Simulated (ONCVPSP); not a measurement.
# Hf (Z = 72): one change to an ONCV potential, before and after

* Element: Hf (Z = 72)
* Generator: ONCVPSP 4.0.1
* Type: optimised norm-conserving Vanderbilt (ONCV)
* Functional: PBE
* Relativity: fully relativistic
* Frozen core: [Xe] 4f14
* Valence charge: 4
* Reference configuration: 5d2 6s1 (charge +1)
* Partial waves: 6s: rc 3.00 bohr, ncon 4, nbas 7, qcut 1.8 1/bohr, 2 projectors, debl 1.3 Ha; p scattering state at 0.12 Ha: rc 2.90 bohr, ncon 4, nbas 9, qcut 2.7 1/bohr, 1 projector; 5d: rc 2.65 bohr, ncon 4, nbas 8, qcut 6.6 1/bohr, 1 projector
* Local potential: polynomial inside 1.80 bohr (lpopt 3, dvloc0 4 Ha)
* Core correction: polynomial model core, fcfact 0.6

Open shells are filled in proportion to 2j + 1.

In the p channel the program set the typed energies aside and used 0.050 Ha (j = l + 1/2; the other j can differ).

All-electron outer shells of the reference configuration (PBE, scalar-relativistic, ld1.x):

| shell | level (eV) | outermost node (bohr) | outermost maximum (bohr) |
| --- | --- | --- | --- |
| 4f | -23.76 | – | 0.45 |
| 6s | -10.97 | 1.36 | 2.78 |
| 5d | -9.21 | 0.67 | 1.67 |

Change: all radii but the core radius scaled by about 1.24 (s 3.72, p 3.60, d 3.30 bohr); local potential polynomial inside 2.24 bohr (lpopt 3, dvloc0 4 Ha).

Cutoffs: the cutoffs (Ha) at which the residual kinetic energy of the hardest occupied pseudo-wave falls to 1 and 0.1 mHa per electron; they do not see the model core or the augmentation charge, which bear on the density cutoff. Errors are all-electron minus pseudo energies relative to the spin-unpolarised reference configuration.

How do hardness, ghosts and transferability respond?

The potential gets softer (12 Ha and 15 Ha → 9.8 Ha and 12 Ha); the lowest positive-energy flag moves from s at 58.0 eV to none; of the 4 tests that both files solve, the error grows in 3 and shrinks in 1 by more than 15 % and 0.3 meV (median size 23.6 → 37.4 meV); neither file shows a bound ghost. A larger radius leaves more room for a smooth pseudo-wave, so fewer plane waves are needed.

```csv
quantity,base,changed
"cutoff, loose",12 Ha,9.8 Ha
"cutoff, tight",15 Ha,12 Ha
loose cutoff by channel,"s 8.9 Ha, d 12 Ha","s 3.5 Ha, d 9.8 Ha"
bound ghosts,none,none
GHOST(+) flags under 300 eV,s at 58.0 eV,none
"error for 5d2 6s2, meV [ΔE -7.98 eV]",-4.3,-11
"error for 5d2 6s0, meV [ΔE 14.18 eV]",-13,-49
"error for 5d1 6s0, meV [ΔE 35.96 eV]",-232,-370
"error for 5d2 6s1 6p1, meV [ΔE -4.18 eV]",+34,+26
"rms error of d²Exc/dni dnj with the model core, mHa",2.64,3.26
```
